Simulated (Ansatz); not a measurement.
Pulling on the O3–H4 bond in H2OPb (SMILES [OH][PbH]) (multiplicity 1 held, fragments rigid). Energies count from the point at 0.964 Å.
Geometry at that point (charge 0, multiplicity 1):
```csv
atom,x (Å),y (Å),z (Å)
Pb,-0.1201,-0.1016,0.1405
H,-1.4864,0.0214,-1.1432
O,1.2989,0.8935,-1.0580
H,0.9450,1.1577,-1.9145
```

Signs of static correlation in def2-SVP, with CASSCF(4,3), from Ansatz (an electronic-structure program) runs.

| R (Å) | T1 of restricted CCSD | ⟨S²⟩ of UHF | largest double amplitude of restricted CCSD | weight of the CASSCF reference in MRCISD | CASSCF natural occupations |
|---|---|---|---|---|---|
| 0.771 | 0.023 | 0.000 | 0.077 | 0.916 | 2.00 1.99 0.01 |
| 0.867 | 0.024 | 0.000 | 0.077 | 0.915 | 2.00 1.99 0.01 |
| 0.964 | 0.026 | 0.000 | 0.076 | 0.914 | 2.00 1.98 0.02 |
| 1.060 | 0.027 | 0.000 | 0.075 | 0.913 | 2.00 1.97 0.03 |
| 1.156 | 0.028 | 0.000 | 0.074 | 0.912 | 2.00 1.96 0.04 |
| 1.301 | 0.031 | 0.000 | 0.077 | 0.911 | 2.00 1.92 0.08 |
| 1.445 | 0.033 | ___ | 0.090 | 0.910 | 2.00 1.88 0.12 |
| 1.686 | 0.038 | 0.761 | 0.089 | 0.909 | 2.00 1.75 0.25 |
| 1.927 | 0.043 | 0.912 | 0.198 | 0.909 | 2.00 1.60 0.41 |
| 2.216 | ___ | 0.980 | 0.297 | 0.909 | 2.00 1.41 0.59 |
| 2.602 | 0.067 | 1.009 | 0.519 | 0.908 | 2.00 1.22 0.78 |
| 3.084 | 0.083 | 1.018 | 0.692 | 0.908 | 2.00 1.10 0.90 |

Problem. What belongs in the gaps?

Solution. 
- 1.445, ⟨S²⟩ of UHF: 0.360
- 2.216, T1 of restricted CCSD: 0.053

Doubts at one or more of the structures used: active orbitals that take no part (SC-NEVPT2 on CASSCF(4,3)/def2-SVP); a restricted determinant that unrestricted orbitals would lower (R-CCSD(T)/def2-SVP); T1 above 0.05 (R-CCSD(T)/def2-SVP, U-CCSD(T)/def2-SVP); other coupled-cluster roots lie near (R-CCSD(T)/def2-SVP); a spin-contaminated determinant (U-CCSD(T)/def2-SVP).
